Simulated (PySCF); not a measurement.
Cu(PH3)H (singlet state).
SMILES: `[H][Cu]<-[PH3]`

Jobs on this species (6 atoms, 48 electrons) with PySCF (density fitting). Hardware of each: one thread of an Arm Neoverse V1, shared host. The host was shared with other jobs, so the times are rough.

```json
{"level and settings": "B3LYP/pcSseg-1 (pcSseg-2 on Cu)", "work": "shieldings", "basis functions": "117", "SCF cycles": "?", "wall time": "?"}
{"level and settings": "CAM-B3LYP/def2-SVPD", "work": "15 singlets by full TDDFT, 4 Tamm–Dancoff triplets, polarisability", "basis functions": "90", "SCF cycles": "12", "wall time": "7.7 s"}
{"level and settings": "PBE0/pcSseg-1 (pcSseg-2 on Cu)", "work": "shieldings, charges and field gradients", "basis functions": "117", "SCF cycles": "12", "wall time": "12 s"}
{"level and settings": "PBE/pcSseg-1 (pcSseg-2 on Cu)", "work": "shieldings", "basis functions": "117", "SCF cycles": "18", "wall time": "9.5 s"}
{"level and settings": "delta-SCF UKS SCAN, pcX-2 on the ionised atom (unc-x2c-TZVPall on a metal), pcseg-1 elsewhere, spin-free X2C", "work": "ΔSCF core ionisation, 3 holes", "basis functions": "133", "SCF cycles": "51", "wall time": "11 s"}
{"level and settings": "PBE0-D3(BJ)/def2-SVP, grid level 1", "work": "geometry optimisation from a GFN2-xTB start", "basis functions": "69", "SCF cycles": "26", "wall time": "8.4 s"}
```

Question: Fill in the missing figures.

Answer: 
- B3LYP/pcSseg-1 (pcSseg-2 on Cu); shieldings: 8.0 s, 13 SCF cycles

Question: What do all jobs in the table cost together?

Answer: About 57 s; the longest takes about 21 % of that, and about 1.6 times as long as the shortest.
